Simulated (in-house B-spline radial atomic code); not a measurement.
The copper ion Cu²⁺ is squeezed into an impenetrable sphere of radius R (the orbitals vanish at R). Computed with an all-electron radial atomic-structure program (B-spline basis): Dirac-Hartree-Fock, average of configuration, Fermi nucleus of rms radius 3.8823 fm.

Energies in eV above the free ion in [Ar] 3d9:

```csv
R (bohr),highest level (eV),[Ar] 3d9,[Ne] 3s2 3p5 3d10
7.22,-39.6,1.771e-05,76.68
6.06,-39.6,0.0005296,76.68
4.75,-39.6,0.02165,76.7
4.02,-39.4,0.1592,76.85
3.33,-38.6,1.006,77.75
3.13,-38.2,1.711,78.5
2.69,-36,5.553,82.64
2.23,-30.3,20.04,98.17
1.92,-21.3,50.95,130.9
1.43,19.8,269.5,355.8
```

(1) Does [Ne] 3s2 3p5 3d10 fall below [Ar] 3d9 under compression?

The highest level is first positive in the row R = 1.43 bohr, pushed up by confinement above the zero of the free ion's potential. Each configuration is held fixed and needn't be the lowest in the sphere.

Results:

(1) No, it stays above over the whole range.
